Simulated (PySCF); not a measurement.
A run for PySCF: R-BP86/6-31G* on CH2O (SMILES C=O).

```python
from pyscf import gto, scf, dft, mp
from pyscf.data.elements import chemcore

mol = gto.M(
    atom='''
    C    -0.33213211   -0.10086546   -0.01567939
    O     0.64597051   -0.71396437    0.31739458
    H    -0.54541780    0.11585582   -1.07976486
    H    -1.06458301    0.27577816    0.71961310
    ''',
    basis='6-31g*',
    cart=True,
    charge=0, spin=0, verbose=3, max_memory=1800)
mf = dft.RKS(mol, xc='b88,p86')
mf.conv_tol = 1e-8
mf.max_cycle = 100
mf.kernel()
if not mf.converged:
    mf = mf.newton().run(mf.mo_coeff, mf.mo_occ)
```

The log:

```
converged SCF energy = -114.498932208356
```

Self-consistency was reached.

Cost: around 0.3 core-seconds (rough).
